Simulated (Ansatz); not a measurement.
Molecular dynamics of AlClH₅NOSi

input.yaml

```yaml
crystal:
  periodic: [false, false, false]
  atoms:
    - { symbol: Al, position_ang: [-0.07119, -0.015872, 0.038655] }
    - { symbol: O, position_ang: [0.074368, -0.3465, 1.671982] }
    - { symbol: Si, position_ang: [-1.296609, -0.531137, 2.64101] }
    - { symbol: H, position_ang: [-2.1827, -1.567436, 2.144429] }
    - { symbol: H, position_ang: [-0.851542, -0.8947, 3.966867] }
    - { symbol: H, position_ang: [-2.066854, 0.695426, 2.724754] }
    - { symbol: Cl, position_ang: [1.684404, 0.262622, -1.034363] }
    - { symbol: "N", position_ang: [-1.550539, 0.115546, -0.822911] }
    - { symbol: H, position_ang: [-2.495381, -0.01307, -0.430689] }
    - { symbol: H, position_ang: [-1.621857, 0.31442, -1.831734] }
basis:
  gaussian: { orbitals: STO-3G }
hamiltonian:
  xc: pbe0
md:
  timestep: 0.5
  n_steps: 100
  ensemble: nvt_nose_hoover
  temperature: 200.0
  initial_velocities: maxwell_boltzmann
  seed: 932608
```

Launched with:

```bash
$ ansatz run input.yaml --threads 1 --pin off --max-ram 2048MiB --backend cpu --events-out ev --progress --plain --runs-dir out
```

It starts from a relaxed structure.

Output, in part (one step line in 2, the closing report, with atoms numbered from 0):

```
md step     0: t =     0.00 fs  T =   200.0 K  F+E_penalty+E_count = -30251.59926604 eV  E_kin = 0.206816 eV  conserved = -30251.39245004 eV  (22 SCF iters)
md step     2: t =     1.00 fs  T =   192.8 K  F+E_penalty+E_count = -30251.59174190 eV  E_kin = 0.199400 eV  conserved = -30251.39234199 eV  (26 SCF iters)
md step     4: t =     2.00 fs  T =   177.9 K  F+E_penalty+E_count = -30251.57610729 eV  E_kin = 0.183942 eV  conserved = -30251.39216745 eV  (20 SCF iters)
md step     6: t =     3.00 fs  T =   164.8 K  F+E_penalty+E_count = -30251.56252124 eV  E_kin = 0.170407 eV  conserved = -30251.39212140 eV  (20 SCF iters)
md step     8: t =     4.00 fs  T =   156.6 K  F+E_penalty+E_count = -30251.55413796 eV  E_kin = 0.161975 eV  conserved = -30251.39218054 eV  (20 SCF iters)
md step    10: t =     5.00 fs  T =   150.6 K  F+E_penalty+E_count = -30251.54788754 eV  E_kin = 0.155706 eV  conserved = -30251.39221716 eV  (20 SCF iters)
md step    12: t =     6.00 fs  T =   144.4 K  F+E_penalty+E_count = -30251.54146343 eV  E_kin = 0.149306 eV  conserved = -30251.39221641 eV  (20 SCF iters)
md step    14: t =     7.00 fs  T =   137.8 K  F+E_penalty+E_count = -30251.53463375 eV  E_kin = 0.142497 eV  conserved = -30251.39222701 eV  (20 SCF iters)
md step    16: t =     8.00 fs  T =   130.5 K  F+E_penalty+E_count = -30251.52698766 eV  E_kin = 0.134905 eV  conserved = -30251.39221102 eV  (20 SCF iters)
md step    18: t =     9.00 fs  T =   123.7 K  F+E_penalty+E_count = -30251.51985474 eV  E_kin = 0.127904 eV  conserved = -30251.39212498 eV  (20 SCF iters)
md step    20: t =    10.00 fs  T =   122.1 K  F+E_penalty+E_count = -30251.51812590 eV  E_kin = 0.126275 eV  conserved = -30251.39207850 eV  (23 SCF iters)
md step    22: t =    11.00 fs  T =   127.8 K  F+E_penalty+E_count = -30251.52406023 eV  E_kin = 0.132161 eV  conserved = -30251.39219094 eV  (20 SCF iters)
md step    24: t =    12.00 fs  T =   134.5 K  F+E_penalty+E_count = -30251.53103298 eV  E_kin = 0.139051 eV  conserved = -30251.39235195 eV  (19 SCF iters)
md step    26: t =    13.00 fs  T =   133.4 K  F+E_penalty+E_count = -30251.52981572 eV  E_kin = 0.137920 eV  conserved = -30251.39235440 eV  (19 SCF iters)
md step    28: t =    14.00 fs  T =   124.2 K  F+E_penalty+E_count = -30251.52011909 eV  E_kin = 0.128470 eV  conserved = -30251.39220241 eV  (19 SCF iters)
md step    30: t =    15.00 fs  T =   115.1 K  F+E_penalty+E_count = -30251.51049001 eV  E_kin = 0.119042 eV  conserved = -30251.39209783 eV  (19 SCF iters)
md step    32: t =    16.00 fs  T =   111.8 K  F+E_penalty+E_count = -30251.50701010 eV  E_kin = 0.115611 eV  conserved = -30251.39215075 eV  (19 SCF iters)
md step    34: t =    17.00 fs  T =   111.7 K  F+E_penalty+E_count = -30251.50692168 eV  E_kin = 0.115531 eV  conserved = -30251.39225357 eV  (20 SCF iters)
md step    36: t =    18.00 fs  T =   109.3 K  F+E_penalty+E_count = -30251.50435432 eV  E_kin = 0.113052 eV  conserved = -30251.39228464 eV  (20 SCF iters)
md step    38: t =    19.00 fs  T =   102.5 K  F+E_penalty+E_count = -30251.49717302 eV  E_kin = 0.106009 eV  conserved = -30251.39227223 eV  (20 SCF iters)
md step    40: t =    20.00 fs  T =    91.8 K  F+E_penalty+E_count = -30251.48599466 eV  E_kin = 0.094974 eV  conserved = -30251.39225394 eV  (20 SCF iters)
md step    42: t =    21.00 fs  T =    78.8 K  F+E_penalty+E_count = -30251.47233433 eV  E_kin = 0.081510 eV  conserved = -30251.39217675 eV  (20 SCF iters)
md step    44: t =    22.00 fs  T =    68.1 K  F+E_penalty+E_count = -30251.46100883 eV  E_kin = 0.070412 eV  conserved = -30251.39206117 eV  (23 SCF iters)
md step    46: t =    23.00 fs  T =    65.8 K  F+E_penalty+E_count = -30251.45855917 eV  E_kin = 0.068080 eV  conserved = -30251.39205373 eV  (20 SCF iters)
md step    48: t =    24.00 fs  T =    72.2 K  F+E_penalty+E_count = -30251.46520010 eV  E_kin = 0.074697 eV  conserved = -30251.39220225 eV  (20 SCF iters)
md step    50: t =    25.00 fs  T =    79.2 K  F+E_penalty+E_count = -30251.47234104 eV  E_kin = 0.081853 eV  conserved = -30251.39233528 eV  (20 SCF iters)
md step    52: t =    26.00 fs  T =    79.3 K  F+E_penalty+E_count = -30251.47232368 eV  E_kin = 0.082051 eV  conserved = -30251.39228482 eV  (20 SCF iters)
md step    54: t =    27.00 fs  T =    75.2 K  F+E_penalty+E_count = -30251.46776884 eV  E_kin = 0.077808 eV  conserved = -30251.39214363 eV  (20 SCF iters)
md step    56: t =    28.00 fs  T =    74.3 K  F+E_penalty+E_count = -30251.46654515 eV  E_kin = 0.076784 eV  conserved = -30251.39211792 eV  (20 SCF iters)
md step    58: t =    29.00 fs  T =    78.0 K  F+E_penalty+E_count = -30251.47030509 eV  E_kin = 0.080636 eV  conserved = -30251.39221453 eV  (21 SCF iters)
md step    60: t =    30.00 fs  T =    81.4 K  F+E_penalty+E_count = -30251.47370340 eV  E_kin = 0.084173 eV  conserved = -30251.39228447 eV  (21 SCF iters)
md step    62: t =    31.00 fs  T =    80.5 K  F+E_penalty+E_count = -30251.47253208 eV  E_kin = 0.083235 eV  conserved = -30251.39227312 eV  (20 SCF iters)
md step    64: t =    32.00 fs  T =    75.6 K  F+E_penalty+E_count = -30251.46721537 eV  E_kin = 0.078178 eV  conserved = -30251.39223868 eV  (20 SCF iters)
md step    66: t =    33.00 fs  T =    68.7 K  F+E_penalty+E_count = -30251.45986416 eV  E_kin = 0.071078 eV  conserved = -30251.39220439 eV  (20 SCF iters)
md step    68: t =    34.00 fs  T =    62.3 K  F+E_penalty+E_count = -30251.45289382 eV  E_kin = 0.064382 eV  conserved = -30251.39213620 eV  (20 SCF iters)
md step    70: t =    35.00 fs  T =    60.1 K  F+E_penalty+E_count = -30251.45036798 eV  E_kin = 0.062115 eV  conserved = -30251.39207842 eV  (20 SCF iters)
md step    72: t =    36.00 fs  T =    64.9 K  F+E_penalty+E_count = -30251.45525104 eV  E_kin = 0.067150 eV  conserved = -30251.39214178 eV  (20 SCF iters)
md step    74: t =    37.00 fs  T =    73.2 K  F+E_penalty+E_count = -30251.46364356 eV  E_kin = 0.075644 eV  conserved = -30251.39228964 eV  (20 SCF iters)
md step    76: t =    38.00 fs  T =    76.8 K  F+E_penalty+E_count = -30251.46715221 eV  E_kin = 0.079395 eV  conserved = -30251.39233016 eV  (20 SCF iters)
md step    78: t =    39.00 fs  T =    73.7 K  F+E_penalty+E_count = -30251.46353715 eV  E_kin = 0.076205 eV  conserved = -30251.39219970 eV  (20 SCF iters)
md step    80: t =    40.00 fs  T =    70.9 K  F+E_penalty+E_count = -30251.46022412 eV  E_kin = 0.073313 eV  conserved = -30251.39206890 eV  (20 SCF iters)
md step    82: t =    41.00 fs  T =    75.5 K  F+E_penalty+E_count = -30251.46472561 eV  E_kin = 0.078089 eV  conserved = -30251.39209922 eV  (20 SCF iters)
md step    84: t =    42.00 fs  T =    86.1 K  F+E_penalty+E_count = -30251.47544277 eV  E_kin = 0.089027 eV  conserved = -30251.39222673 eV  (20 SCF iters)
md step    86: t =    43.00 fs  T =    95.7 K  F+E_penalty+E_count = -30251.48503177 eV  E_kin = 0.098961 eV  conserved = -30251.39228847 eV  (20 SCF iters)
md step    88: t =    44.00 fs  T =   100.5 K  F+E_penalty+E_count = -30251.48948781 eV  E_kin = 0.103887 eV  conserved = -30251.39226952 eV  (20 SCF iters)
md step    90: t =    45.00 fs  T =   100.9 K  F+E_penalty+E_count = -30251.48941868 eV  E_kin = 0.104304 eV  conserved = -30251.39225780 eV  (23 SCF iters)
md step    92: t =    46.00 fs  T =    97.7 K  F+E_penalty+E_count = -30251.48567214 eV  E_kin = 0.101058 eV  conserved = -30251.39223683 eV  (20 SCF iters)
md step    94: t =    47.00 fs  T =    92.6 K  F+E_penalty+E_count = -30251.47986182 eV  E_kin = 0.095794 eV  conserved = -30251.39216095 eV  (20 SCF iters)
md step    96: t =    48.00 fs  T =    89.8 K  F+E_penalty+E_count = -30251.47641442 eV  E_kin = 0.092859 eV  conserved = -30251.39210896 eV  (20 SCF iters)
md step    98: t =    49.00 fs  T =    91.9 K  F+E_penalty+E_count = -30251.47817106 eV  E_kin = 0.095026 eV  conserved = -30251.39216956 eV  (20 SCF iters)
md step   100: t =    50.00 fs  T =    95.6 K  F+E_penalty+E_count = -30251.48161982 eV  E_kin = 0.098878 eV  conserved = -30251.39226635 eV  (23 SCF iters)
Total energy: -30251.48163833 eV, -1111.7214450181 hartree
Atom 0 at    -0.105235    -0.101070    -0.057799 Å, force     0.275675     0.197336     1.021727 eV/Å
Atom 1 at     0.005671    -0.407682     1.587225 Å, force     0.225575    -0.010834    -0.253280 eV/Å
Atom 2 at    -1.258938    -0.500433     2.696925 Å, force     0.561144     0.216920    -0.313551 eV/Å
Atom 3 at    -2.020036    -1.698493     2.431133 Å, force    -0.336153    -0.016045     0.112137 eV/Å
Atom 4 at    -0.721515    -0.551781     4.043188 Å, force     0.042372    -0.122712    -0.166829 eV/Å
Atom 5 at    -2.066509     0.695817     2.620715 Å, force    -0.349027    -0.067082    -0.017935 eV/Å
Atom 6 at     1.736706     0.298353    -0.976792 Å, force    -0.498215    -0.165293     0.006956 eV/Å
Atom 7 at    -1.624251     0.193050    -0.814196 Å, force    -0.100226    -0.077300    -0.934819 eV/Å
Atom 8 at    -2.538869    -0.119689    -0.452831 Å, force     0.014969    -0.065479     0.306957 eV/Å
Atom 9 at    -1.734423     0.271326    -1.845182 Å, force     0.163886     0.110488     0.238636 eV/Å
Dipole moment:    -0.801710    -0.279694     0.076458 e Å
```

The run went to its last step. The conserved energy stayed within 0.042 meV per atom of its start (net change 0.018 meV per atom), so the integration is sound. The mean temperature of the second half is 60 % below the set value. A run of 0.05 ps of so small a system gives no equilibrium averages. Limits of this set-up: minimal basis.

The same pairs are bonded in the first frame and the last. Pairs count as bonded within 1.25 times the sum of covalent radii (0.12 Å more for H–H).

Last frame:

```xyz
10
Properties=species:S:1:pos:R:3
Al -0.105 -0.101 -0.058
O 0.006 -0.408 1.587
Si -1.259 -0.500 2.697
H -2.020 -1.698 2.431
H -0.722 -0.552 4.043
H -2.067 0.696 2.621
Cl 1.737 0.298 -0.977
N -1.624 0.193 -0.814
H -2.539 -0.120 -0.453
H -1.734 0.271 -1.845
```

Time of the run: 2 min on 1 thread of Intel(R) Xeon(R) 6975P-C (Granite Rapids), with other jobs on the host, peak memory 0.13 GiB.
